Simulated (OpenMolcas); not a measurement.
**Mn3+: ligand-field states by method**

Mn3+ with 6 ligands (chloride) in octahedral coordination (Oh) at 2.34 Å. A charge of +0.5 e stands 3.2 Å behind each ligand. Ligand basis ANO-RCC-VDZP.

```yaml
Program: OpenMolcas
Basis: ANO-RCC-VDZP [5s4p2d1f]
Scalar_Hamiltonian: DKH2, point nucleus
Active_space: 4 electrons in 5 orbitals (3d)
State_averaging: 2S+1 = 5 even, 5 roots; 2S+1 = 3 even, 45 roots; 2S+1 = 1 even, 50 roots
Spin-orbit_coupling: RASSI with atomic mean-field integrals over the reference wave functions
```

I. CASSCF
II. SS-CASPT2, IPEA 0.25 Eh, imaginary shift 0.1 Eh (closed shells correlated: 3s 3p and the ligand valence shells)

Spin-free states (labels of O, the rotations of Oh) in cm-1, each column counted from its own energy of the first state listed:

```tsv
State	Degeneracy	I	II
5E	2	0	0
5T2	3	11739	14790
3T1	3	14258	6340
3E	2	21233	15170
3T1	3	23435	16490
3T2	3	24172	17260
1T2	3	25678	13180
3A2	1	26015	18670
3A1	1	26518	18740
1E	2	26596	14400
3E	2	29449	21530
1A1	1	31330	17630
3T1	3	32309	29880
1A2	1	32492	22970
1T2	3	32794	22550
3T2	3	33178	29970
3T1	3	33317	28580
1T1	3	34638	24020
3T2	3	38730	34140
1E	2	38777	26180
```

From I to II, I's first state of the same spin (5T2) moves from 11739 to 14790 cm-1, by about +3100 cm-1.

From I to II, I's first state of another spin (3T1) moves from 14258 to 6340 cm-1, by about -7900 cm-1.

χT at 300 K: I 2.95, II 2.96 cm3 K/mol.

Roots that are degenerate in the reference are averaged as groups; the widest CASPT2 spread within a group is 1100 cm-1 (the 2-fold group of multiplicity 1 near 74100 cm-1 above the lowest state of its run, II). Shifts and gaps below about the spread of the groups concerned are not significant. Over all roots computed the reference weight is 0.63 to 0.67 in II; a low but even weight reflects the number of correlated electrons. An orbital doublet at a regular site is open to a Jahn-Teller distortion, which this geometry leaves out. This shell can be high or low spin here, a state of another spin lies low, and with metal d orbitals alone active their balance is uncertain, so the ground spin may be wrong. Ligand-to-metal charge-transfer states are missing. With no ligand orbital active B as a rule stays too high, so bands that hang on it stand too high and its fall with covalency is understated. Without dynamic correlation the repulsion within the d shell is too large (B by tens of per cent), so at a given field states of lower spin stand too high (holds for I). With metal d orbitals alone and no dynamic correlation the field as a rule comes out too small, by tens of per cent, by up to half for chloride and softer ligands (holds for I). These CASPT2 states fit no ligand-field parameters well, so their order and spin gaps are uncertain (holds for II). With one d shell and no ligand orbital active, 10Dq can be off by a tenth or more (holds for II). The distance lies 3 % under the 2.41 Å that this model takes as the normal distance (a Shannon-type radius plus a fixed donor radius); by an R⁻⁵ law this alone changes a d-shell field by about +16 %. No measured value stands beside these numbers; the geometry was imposed, not optimised, and the real ion may take another.
